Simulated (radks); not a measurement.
Spin polarisation of the 4f4 shell in Nd. Start: [Xe] 4f(up 2, down 2) 6s2; electrons of 4f are moved from spin down to spin up, other shells keep equal spins. All-electron calculation, scalar-relativistic Kohn-Sham, PBE, spin-polarised, spherical densities, finite nucleus; Fermi nuclear charge, rms radius of each element as measured or else 0.836 A^(1/3) + 0.57 fm. Program: a radial shooting solver on a logarithmic mesh with Libxc functionals.

moment (Bohr magnetons)	E - E(0) (eV)	e(4f up) (eV)	e(4f down) (eV)	6s down minus up (eV)	5p down minus up (eV)
0	0.000	-1.754	-1.754	0.000	0.000
1	-0.158	-2.045	-1.415	0.044	0.352
2	-0.629	-2.284	-1.029	0.089	0.705
3	-1.413	-2.462	-0.590	0.137	1.060
4	-2.501	-2.556	-0.084	0.189	1.418

At moment 4 the spin-polarisation energy is -2.501 eV and the 4f exchange splitting 2.472 eV, that is 0.618 eV per Bohr magneton; E = -I m^2/4 would give I = 0.625 eV.
